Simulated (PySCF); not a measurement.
**Orbital levels and atomic charges: [8]helicene (C34H20)**

System: [8]helicene (C34H20), SMILES c1ccc2c(c1)ccc1ccc3ccc4ccc5ccc6ccc7ccccc7c6c5c4c3c12.

Cartesian coordinates (Å):
```
  1 C     2.3696    3.1099   -0.1007
  2 C     2.7162    1.8845   -0.6769
  3 C     2.1611    0.7191   -0.2160
  4 C     1.2296    0.7236    0.8375
  5 C     0.9886    1.9495    1.5025
  6 C     1.5413    3.1349    0.9892
  7 C     0.2420    1.9547    2.7106
  8 C    -0.1372    0.7888    3.2852
  9 C     0.0579   -0.4515    2.6225
 10 C    -0.2791   -1.6683    3.2614
 11 C    -0.0279   -2.8559    2.6518
 12 C     0.3569   -2.8951    1.2906
 13 C     0.5721   -4.1326    0.6344
 14 C     0.9252   -4.1658   -0.6759
 15 C     0.8868   -2.9856   -1.4593
 16 C     1.2098   -3.0244   -2.8385
 17 C     1.2140   -1.8843   -3.5751
 18 C     0.7037   -0.6772   -3.0364
 19 C     0.7216    0.5171   -3.7953
 20 C     0.2753    1.6809   -3.2556
 21 C    -0.4208    1.6769   -2.0235
 22 C    -0.9524    2.8812   -1.4918
 23 C    -1.6779    2.8793   -0.3483
 24 C    -2.0585    1.6525    0.2576
 25 C    -2.9566    1.6280    1.3382
 26 C    -3.4255    0.4417    1.8356
 27 C    -3.0497   -0.7590    1.2270
 28 C    -2.1472   -0.7620    0.1953
 29 C    -1.5719    0.4333   -0.2717
 30 C    -0.5896    0.4702   -1.3204
 31 C     0.1930   -0.6600   -1.7209
 32 C     0.5242   -1.7617   -0.8607
 33 C     0.5064   -1.6886    0.5738
 34 C     0.5907   -0.4699    1.3207
 35 H     2.7857    4.0257   -0.4947
 36 H     3.4277    1.8577   -1.4894
 37 H     2.4631   -0.2216   -0.6505
 38 H     1.3153    4.0681    1.4857
 39 H     0.0433    2.9019    3.1905
 40 H    -0.6210    0.7773    4.2511
 41 H    -0.6803   -1.6334    4.2637
 42 H    -0.1689   -3.7919    3.1728
 43 H     0.4913   -5.0423    1.2119
 44 H     1.1868   -5.0960   -1.1593
 45 H     1.5043   -3.9698   -3.2708
 46 H     1.5652   -1.8847   -4.5967
 47 H     1.1495    0.4892   -4.7871
 48 H     0.3883    2.6167   -3.7830
 49 H    -0.7387    3.8035   -2.0126
 50 H    -2.0351    3.8020    0.0858
 51 H    -3.2880    2.5679    1.7568
 52 H    -4.1101    0.4295    2.6713
 53 H    -3.4767   -1.6893    1.5721
 54 H    -1.8933   -1.6948   -0.2843
```

Method: PBE0/6-31G*, gas phase, PySCF, fitting set def2-universal-JFIT up to Ne and JKFIT beyond, grid level 1.

(1) Give the orbital energies near the gap.

(2) Give the partial charges of the non-hydrogen atoms.

Answers

(1) 
| orbital | eV |
| --- | --- |
| HOMO-4 | -6.60 |
| HOMO-3 | -6.05 |
| HOMO-2 | -5.77 |
| HOMO-1 | -5.61 |
| HOMO | -5.43 |
| LUMO | -1.49 |
| LUMO+1 | -1.43 |
| LUMO+2 | -0.67 |
| LUMO+3 | -0.54 |

(2) 
| atom | Mulliken | IAO | Hirshfeld |
| --- | --- | --- | --- |
| C1 | -0.17 | -0.15 | -0.05 |
| C2 | -0.17 | -0.15 | -0.05 |
| C3 | -0.20 | -0.14 | -0.05 |
| C4 | 0.04 | 0.00 | 0.00 |
| C5 | 0.11 | 0.00 | 0.00 |
| C6 | -0.22 | -0.15 | -0.05 |
| C7 | -0.20 | -0.14 | -0.05 |
| C8 | -0.21 | -0.14 | -0.05 |
| C9 | 0.12 | 0.01 | 0.00 |
| C10 | -0.21 | -0.14 | -0.05 |
| C11 | -0.22 | -0.15 | -0.05 |
| C12 | 0.11 | 0.00 | 0.00 |
| C13 | -0.21 | -0.15 | -0.05 |
| C14 | -0.21 | -0.15 | -0.05 |
| C15 | 0.10 | 0.00 | 0.00 |
| C16 | -0.21 | -0.15 | -0.05 |
| C17 | -0.21 | -0.15 | -0.05 |
| C18 | 0.11 | 0.00 | 0.00 |
| C19 | -0.22 | -0.15 | -0.05 |
| C20 | -0.21 | -0.14 | -0.05 |
| C21 | 0.12 | 0.01 | 0.00 |
| C22 | -0.21 | -0.14 | -0.05 |
| C23 | -0.20 | -0.14 | -0.05 |
| C24 | 0.11 | 0.00 | 0.00 |
| C25 | -0.22 | -0.15 | -0.05 |
| C26 | -0.17 | -0.15 | -0.05 |
| C27 | -0.17 | -0.15 | -0.05 |
| C28 | -0.20 | -0.14 | -0.05 |
| C29 | 0.04 | 0.00 | 0.00 |
| C30 | -0.03 | 0.00 | 0.01 |
| C31 | -0.02 | 0.00 | 0.01 |
| C32 | -0.07 | -0.02 | 0.01 |
| C33 | -0.02 | 0.00 | 0.01 |
| C34 | -0.03 | 0.00 | 0.01 |
